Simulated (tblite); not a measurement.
Species: C5H9OSi (doublet state).
Z-matrix (Å and degrees, GFN2-xTB geometry), rows numbered from 1:
```
Si
O   1  1.6275
C   2  1.3413  1  136.04
C   3  1.3333  2  122.93  1  -165.11
C   4  1.4690  3  124.15  2     0.75
C   5  1.5068  4  119.62  3  -145.19
C   6  1.4933  5   60.29  4  -108.90
H   1  1.4578  2  112.57  3   -31.44
H   1  1.4486  2  100.66  3  -157.90
H   3  1.0847  2  115.79  1    15.47
H   4  1.0789  3  118.53  2  -179.11
H   5  1.0823  4  113.70  3     0.04
H   6  1.0792  5  118.07  7  -108.77
H   6  1.0795  5  117.81  7   108.22
H   7  1.0796  5  117.77  6  -108.24
H   7  1.0793  5  118.11  6   108.78
```

Method: GFN2-xTB as coded in tblite; computed harmonic values from a numerical Hessian at the method's own geometry, unscaled. This tight-binding method is rough: wavenumbers can miss measured ones by several per cent, in bad cases by 10 to 20. Modes of hydrogen on silicon can be 10 to 20 % off. One conformer, not necessarily the lowest. Open shells enter through the occupations alone, without spin polarisation, and single modes of such species can be off by tens of per cent.

Harmonic wavenumbers (cm⁻¹): 47.3, 78.3, 91.3, 126.7, 202.4, 255.7, 311.4, 497.5, 585.4, 593.2, 620.2, 717.3, 780.3, 783.2, 803.0, 854.5, 872.3, 897.3, 950.6, 1017.8, 1063.0, 1067.7, 1099.9, 1115.5, 1156.2, 1190.4, 1239.2, 1271.9, 1322.3, 1396.8, 1437.5, 1484.8, 1678.6, 2285.7, 2376.5, 3009.8, 3061.5, 3087.8, 3089.2, 3090.1, 3092.9, 3110.8.

A = 7318, B = 859.6, C = 821.2 MHz; mass 113.042 u (most abundant isotopes); point group C1, symmetry number 1; spin multiplicity 2.

Question: What is the zero-point energy?

Answer: Half the sum of the wavenumbers: 26907 cm⁻¹ = 321.88 kJ/mol.

Question: Entropy at 200 K, 1 bar (ideal gas, RRHO, classical rotation)?

Answer: Translation 159.52, rotation 114.36, vibration 69.62, spin (R ln 2) 5.76: S = 349.3 J/(mol K).

Question: And Cp and H(200 K) − H(0)?

Answer: Cp = 101.79 J/(mol K), of which vibrations give 68.53 (their classical limit is 42 R = 349.2); H(200 K) − H(0) = 13.96 kJ/mol without the zero-point energy, 7.31 from vibrations.

Question: How do the functions run with temperature in this model?

Answer: 
```
 T (K)  S (J/(mol K))  Cp (J/(mol K))  H − H(0) (kJ/mol)  G − H(0) (kJ/mol)  ln q(vib)
   150          322.4            86.1               9.28             -39.08       2.86
   250          373.9           119.8              19.49             -73.97       5.06
298.15          396.5           138.1              25.70             -92.52       6.09
   400          442.3           174.7              41.67            -135.27       8.27
   600          524.3           229.3              82.44            -232.11      12.50
   900          627.7           279.9             159.49            -405.43      18.53
```

q(vib) and H(0) count from the zero-point level.

Question: Blend soft modes into free rotors: weight 1/[1 + (100 cm⁻¹/ν̃)⁴] for the oscillator and the rest for a rotor with moment μB/(μ + B), μ = h/(8π²ν), B = 10⁻⁴⁴ kg m². What vibrational entropy results?

Answer: 63.89 J/(mol K) in place of 69.62, which changes −T·S at 200 K by +1.15 kJ/mol.

Question: What must be added to the electronic energy to get the Gibbs energy at 200 K and 1 bar?

Answer: ZPE + [H(200 K) − H(0)] − T·S = 321.88 + 13.96 − 69.85 = 265.99 kJ/mol.

Hindered rotation and anharmonicity are outside this model. Other conformers, if any are populated, would add a mixing term that is left out. The structure is chiral; the term R ln 2 for an equal mix with its mirror image is left out.

The run took 0.42 s wall on Arm Neoverse V2, one thread, shared host. This covers the Hessian and the dipole derivatives.
